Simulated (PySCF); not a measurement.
Computed IR spectrum (relative IR intensity) of a molecule CH10N2Si3. Geometry optimised at PBE0-D3(BJ)/def2-SVP. Other conformers were not sampled. Calculation: PBE0-D3(BJ)/def2-SVP in PySCF 2.14.0. Frequencies are harmonic and unscaled.

Lines under 2 % of the strongest are left out, and lines within 2 cm⁻¹ are merged.

| ν (cm⁻¹) | relative intensity |
|---|---|
| 266 | 14 |
| 350 | 34 |
| 355 | 7.1 |
| 420 | 6.5 |
| 453 | 18 |
| 479 | 5.5 |
| 591 | 4.6 |
| 680 | 4.5 |
| 722 | 10 |
| 743 | 2.9 |
| 745 | 16 |
| 777 | 7.8 |
| 836 | 33 |
| 855 | 23 |
| 903 | 100 |
| 907 | 92 |
| 936 | 22 |
| 940 | 18 |
| 981 | 7.8 |
| 1006 | 9.5 |
| 1035 | 17 |
| 1153 | 46 |
| 1374 | 2.9 |
| 1543 | 13 |
| 2189 | 40 |
| 2203 | 71 |
| 2208 | 21 |
| 2216 | 26 |
| 2221 | 43 |
| 3610 | 17 |
| 3713 | 8.1 |

Question: Which molecule gave these data?
A) N[Si@@H]1N[SiH2]C[SiH2]1
B) NC1[SiH2]N([SiH3])[SiH2]1
C) C[Si@@H]1N[SiH2][Si@@H]1N
D) [SiH3]/C=N\[SiH2]N[SiH3]

Answer: A, N[Si@@H]1N[SiH2]C[SiH2]1
